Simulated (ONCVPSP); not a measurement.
## What the settings do to the ONCV potential of tungsten (W)

Base potential:

- Element: W (Z = 74)
- Generator: ONCVPSP 4.0.1
- Type: optimised norm-conserving Vanderbilt (ONCV)
- Functional: PBE
- Relativity: scalar-relativistic
- Frozen core: [Kr] 4d10
- Valence charge: 28
- Reference configuration: 4f14 5s2 5p6 5d4 6s2
- Partial waves: 5s+6s: rc 1.60 bohr, ncon 4, nbas 8, qcut 6.1 1/bohr, 2 projectors; 5p: rc 1.75 bohr, ncon 3, nbas 6, qcut 6.3 1/bohr, 2 projectors, debl 1.2 Ha; 5d: rc 2.40 bohr, ncon 4, nbas 8, qcut 6.3 1/bohr, 2 projectors, debl 0.4 Ha; 4f: rc 0.85 bohr, ncon 4, nbas 8, qcut 20.4 1/bohr, 2 projectors, debl 1.8 Ha
- Local potential: polynomial inside 0.65 bohr (lpopt 4, dvloc0 1 Ha)
- Core correction: polynomial model core, fcfact 0.65

In the p channel the program set the typed energies aside and used -1.588, 0.250 Ha.

Cutoffs, loose and tight: the cutoffs (Ha) at which the residual kinetic energy of the hardest occupied pseudo-wave falls to 1 and 0.1 mHa per electron. They do not see the model core or the augmentation charge, which bear on the density cutoff. Test errors are all-electron minus pseudo excitation energies from the reference, over the configurations 4f14 5s2 5p6 5d4 6s1; 4f14 5s2 5p6 5d4 6s0; 4f14 5s2 5p6 5d3 6s0; 4f14 5s2 5p6 5d4 6s0 6p2. A dash means not determined; rows that change the core or the reference have their own tests. The largest error is taken over the tests solved by every variant that gives reliable tests at all: 4f14 5s2 5p6 5d3 6s0; 4f14 5s2 5p6 5d4 6s0; 4f14 5s2 5p6 5d4 6s0 6p2.

A true bound ghost makes a file unfit for plane-wave use even where its test errors are small: the radial tests pick states by their node count and pass the ghost by.

| change | outcome | cutoff, loose | cutoff, tight | bound ghosts | GHOST(+) flags above zero | largest test error (meV) |
| --- | --- | --- | --- | --- | --- | --- |
| base | generated, projector energies reset by the program | 181 Ha | 196 Ha | s | p, d | -13 |
| core correction polynomial model core, fcfact 0.92 | generated, projector energies reset by the program | 181 Ha | 196 Ha | s | p, d | -13 |
| all radii but the core radius scaled by about 0.97 (s 1.54, p 1.70, d 2.32, f 0.82 bohr); local potential polynomial inside 0.62 bohr (lpopt 4, dvloc0 1 Ha) | generated, projector energies reset by the program | 186 Ha | 202 Ha | s, p | d | -13 |
| non-relativistic | generated, projector energies reset by the program | 182 Ha | 196 Ha | s, p | d | -1.7 |
| p: qcut 8 | generated, projector energies reset by the program | 181 Ha | 196 Ha | s | p, d | -13 |
| local potential polynomial inside 0.65 bohr (lpopt 4, dvloc0 -2.5 Ha) | generated, projector energies reset by the program | 181 Ha | 196 Ha | s, p | d | -13 |
| local potential polynomial inside 0.60 bohr (lpopt 5, dvloc0 4 Ha) | generated, projector energies reset by the program | 181 Ha | 196 Ha | s, p | d | -13 |
| core [Kr] 4d10 4f14 5s2, valence charge 12; reference 5p6 5d5 6s1; waves now 6s: rc 2.75 bohr, ncon 4, nbas 7, qcut 1.9 1/bohr, 1 projector; 5p: rc 1.80 bohr, ncon 4, nbas 9, qcut 7.7 1/bohr, 2 projectors, debl 3.4 Ha; 5d: rc 1.80 bohr, ncon 3, nbas 8, qcut 7.6 1/bohr, local; local potential the d channel | generated | 16 Ha | 22 Ha | s | none | -35 |
| d: nbas 9 | generated, projector energies reset by the program | 181 Ha | 196 Ha | s, d | p | -13 |

**Question.** What comes out with this change to the base: s: qcut 4.8; p: qcut 5; d: qcut 5; f: qcut 16.1?

**Answer.** outcome: generated, projector energies reset by the program; cutoff, loose: 349 Ha; cutoff, tight: 450 Ha; bound ghosts: s; GHOST(+) flags above zero: p, d; largest test error (meV): -15.

**Question.** What comes out with this change to the base: f: rc 0.9?

**Answer.** outcome: generated, projector energies reset by the program; cutoff, loose: 172 Ha; cutoff, tight: 188 Ha; bound ghosts: s; GHOST(+) flags above zero: p, d; largest test error (meV): -13.
